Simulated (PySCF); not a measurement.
SMILES CCC[SiH2]OC, GFN2-xTB optimised geometry.

```
18

C      2.64    -2.00     0.00
C      2.07    -0.59     0.00
C      0.54    -0.59     0.00
Si    -0.16     1.17     0.00
O     -1.76     0.91     0.02
C     -2.77     1.88     0.02
H      2.31    -2.54     0.88
H      2.31    -2.55    -0.88
H      3.73    -1.98     0.00
H      2.43    -0.05     0.88
H      2.43    -0.05    -0.88
H      0.19    -1.14    -0.87
H      0.19    -1.14     0.87
H      0.24     1.93    -1.19
H      0.26     1.94     1.18
H     -2.66     2.55     0.88
H     -3.73     1.37     0.08
H     -2.74     2.48    -0.89
```

Density from PBE0/def2-SVP run with PySCF at that geometry.

Minimum of the electron density along straight lines between bonded atoms, close to the bond critical point (lines longer than 1.1 times the sum of covalent radii, or with two minima, are not listed):

```csv
bond,length / Å,ρ at the minimum / e bohr⁻³,∇²ρ there / e bohr⁻⁵,position (fraction from the first atom)
C1–C2,1.525,0.243,-0.55,0.50
C2–C3,1.523,0.242,-0.54,0.50
C3–Si4,1.889,0.116,0.31,0.62
Si4–O5,1.623,0.130,1.10,0.41
O5–C6,1.393,0.260,-0.30,0.66
C1–H7,1.088,0.276,-1.00,0.62
C1–H8,1.088,0.276,-1.00,0.62
C1–H9,1.088,0.276,-1.01,0.62
C2–H10,1.092,0.276,-1.00,0.62
C2–H11,1.092,0.276,-1.00,0.62
C3–H12,1.091,0.271,-0.95,0.62
C3–H13,1.091,0.271,-0.96,0.62
Si4–H14,1.470,0.117,0.31,0.49
Si4–H15,1.470,0.117,0.31,0.49
C6–H16,1.092,0.281,-1.06,0.63
C6–H17,1.091,0.283,-1.09,0.64
C6–H18,1.093,0.281,-1.06,0.63
```
